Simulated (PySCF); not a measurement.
Löwdin shares of the frontier orbitals

C4H8O2SSi.
Structure used (GFN2-xTB), in Å, numbered top down from 1:
```xyz
16
C4H8O2SSi angstrom
O     -2.933   -1.308   -0.304
C     -1.891   -1.280    0.285
C     -1.142   -0.038    0.669
C     -1.690    1.287    0.146
S     -0.043    1.839   -0.435
C      0.239    0.056   -0.012
O      1.282   -0.222    0.805
Si     2.888   -0.169    0.491
H     -1.357   -2.207    0.571
H     -0.990   -0.031    1.752
H     -2.374    1.159   -0.691
H     -2.119    1.954    0.889
H      0.294   -0.510   -0.950
H      3.285    1.179    0.095
H      3.197   -1.109   -0.589
H      3.347   -0.593    1.801
```

Computed with TDDFT B3LYP/def2-SVPD, vertical, gas phase, core orbitals frozen in the response in PySCF.

Frontier orbitals with the atoms that hold most of them (Löwdin shares over 4%, at most four atoms; ? is withheld):

```
orbital  ε (eV)                           atoms
 HOMO-3   -8.77   O7 26%, S5 19%, C6 12%, C3 9%
 HOMO-2   -8.28   O7 31%, S5 18%, O1 16%, C6 8%
 HOMO-1   -7.47                               ?
   HOMO   -6.54                               ?
   LUMO       ?    C2 35%, O1 31%, S5 9%, C3 7%
 LUMO+1   -0.69  S5 25%, Si8 20%, H14 7%, C6 7%
 LUMO+2   -0.04  S5 27%, Si8 22%, C6 9%, H15 7%
```

Task: Which atoms hold the HOMO-1, and with what shares?

Result: O1 (bonded to C) 41%; C2 (bonded to C, O and H) 13%; S5 (bonded to 2 C) 12%; C3 (bonded to 3 C and H) 10%. By element: oxygen 41% or more, carbon 23% or more, sulfur 12%.

Task: Give the leading atoms of the HOMO.

Result: S5 (bonded to 2 C) 69%; C4 (bonded to C, S and 2 H) 9%; C6 (bonded to C, O, S and H) 7%. By element: sulfur 69%, carbon 16% or more.

Task: What is the LUMO energy, and the HOMO–LUMO gap?

Result: ε(LUMO) = -1.49 eV; the gap is 5.05 eV (0.1854 hartree).

Task: The HOMO–LUMO gap is 5.05 eV. Where does the response calculation put the lowest singlet, and from which orbitals?

Result: S1 is at 4.01 eV (f = 0.0008), 1.03 eV below the gap, made of HOMO→LUMO (76%), HOMO-1→LUMO (17%). Without the coupling terms of the response equations the lowest excitation would equal the gap.

Task: One configuration dominates each of S1 and S3. Which, and how do the shares of the two leading atoms of either orbital change from the occupied to the empty one?

Result: 
- S1 (4.01 eV, f 0.0008), HOMO→LUMO (76%): S5 69% → 9%, C4 9% → at most 7%, C2 at most 4% → 35%, O1 at most 4% → 31%
- S3 (4.80 eV, f 0.0002), HOMO→LUMO+1 (76%): S5 69% → 25%, C4 9% → at most 8%, Si8 at most 4% → 20%

Hardware: one thread of an Arm Neoverse V2, no GPU, shared host with 32 logical CPUs at a one-minute load of 20. Cost: 56 s, 0.90 GiB resident at most.

One conformer stands for the species.
